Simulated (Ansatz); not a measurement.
**Counterpoise correction, worked out**

The pair of Li⁺ (SMILES [Li+], atom 1) and AlCl3 (SMILES Cl[Al](Cl)Cl, atoms 2–5), both closed shells, in one local arrangement (a lower one may exist), relaxed at PBE0-D4/def2-TZVP:

```tsv
atom	x (Å)	y (Å)	z (Å)
Li1	0.0691	-1.2034	-1.9372
Cl2	-0.0529	1.1064	-1.3766
Al3	-0.0212	0.3759	0.6052
Cl4	0.0925	-1.7219	0.3855
Cl5	-0.0875	1.4430	2.3232
```

Program: Ansatz 0.2.0. Basis: def2-TZVPPD. Cores are frozen in the correlated methods. The outer core shell of Li, Na, Mg and K is correlated.

CCSD(T) total energies in eV:

| system | geometry | basis functions | energy |
| --- | --- | --- | --- |
| pair | pair | all | -44319.47863 |
| Li⁺ | as in the pair | all (partner as ghosts) | -197.84660 |
| AlCl3 | as in the pair | all (partner as ghosts) | -44120.46592 |
| Li⁺ | as in the pair | its own | -197.84251 |
| AlCl3 | as in the pair | its own | -44120.43791 |
| Li⁺ | free (PBE0-D4 minimum) | its own | -197.84251 |
| AlCl3 | free (PBE0-D4 minimum) | its own | -44120.60893 |

Problem. Work out the interaction energy with and without the counterpoise correction, the superposition error, and the binding energy from the relaxed fragments.

Solution. Without correction: -44319.47863 − (-197.84251) − (-44120.43791) = -1.19821 eV.
With correction (each fragment in the whole basis): -44319.47863 − (-197.84660) − (-44120.46592) = -1.16611 eV = -26.89 kcal/mol.
The superposition error is the difference, 0.03210 eV, 3 % of the uncorrected value: each fragment borrows its partner's functions.
Deformation from the free shapes: 0.00000 eV for Li⁺ and 0.17102 eV for AlCl3.
Binding energy from relaxed fragments: -1.16611 + 0.00000 + 0.17102 = -0.99509 eV = -22.95 kcal/mol (electronic, without zero-point energy; negative means bound). For comparison, the corrected interaction energy by CCSD(T) at an estimated basis limit (MP2 extrapolated from triple and quadruple zeta, plus CCSD(T) − MP2 in triple zeta) is -1.244 eV; triple zeta with the correction binds less.

No T1 diagnostic of these runs exceeds 0.009.

For scale, one of the runs: CCSD(T)/def2-TZVPPD, 223 basis functions (an equivalent command: `ansatz run in.yaml --threads 4`). Hardware: 4 CPU threads, shared host. Wall time 16 s; peak host memory 3.4 GiB.
